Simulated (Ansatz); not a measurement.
`BC1[SiH2]S1` + `B1N[SiH2]1` → `BN1B[SiH2]1` + `C1[SiH2]S1` at 500 K and 1 bar (ligand exchange at a B–C bond).

Program: Ansatz. Geometries: PBE0-D4/def2-TZVP. ΔE: electronic, gas phase. CCSD(T)/CBS adds triple-zeta CCSD(T) − MP2 to the extrapolated MP2 energy (def2 sets, frozen cores).

```csv
species,CCSD(T)/CBS energy (Eh),H − E (kJ/mol),S (J/(mol·K))
`BC1[SiH2]S1`,-752.69150,186.5,365.1
`B1N[SiH2]1`,-370.97252,146.7,308.1
`BN1B[SiH2]1`,-396.37777,185.5,360.7
`C1[SiH2]S1`,-727.30403,147.4,318.9
```

H − E and S are ideal-gas, rigid-rotor, harmonic terms from PBE0-D4/def2-TZVP, for one conformer and one mirror image of each species. 1 Eh = 2625.50 kJ/mol, R = 8.31446 J/(mol·K).

**Question.** By hand: ΔE, ΔH, ΔS and ΔG.

**Answer.** ΔE = (-396.37777) + (-727.30403) − (-752.69150) − (-370.97252) = -0.01778 Eh = -46.7 kJ/mol. Δ(H − E) = 185.5 + 147.4 − 186.5 − 146.7 = -0.3, so ΔH = -47.0 kJ/mol. ΔS = 360.7 + 318.9 − 365.1 − 308.1 = 6.4 J/(mol·K). ΔG = -47.0 − 500 × (6.4)/1000 = -50.2 kJ/mol.

**Question.** By hand: the equilibrium constant, and the temperature at which ΔG would vanish if ΔH and ΔS stayed fixed.

**Answer.** log₁₀ K = −ΔG/(RT ln 10) = 5.2. ΔH and −TΔS have one sign here, so there is no such temperature.

The number of gas molecules stays the same, so ΔS is small and ΔH decides. A doubt of 5 kJ/mol in ΔE shifts log₁₀ K by 0.5 here. Other conformers and mirror images would add mixing entropy, several J/(mol·K) or more a flexible species. These are equilibria of isolated gas molecules and say nothing of rates. Largest T1 diagnostic: 0.014 (customary marks: 0.02 for closed shells, 0.045 for open ones).

ΔS is within the doubt of such terms, so its sign, and with it that verdict, could turn.
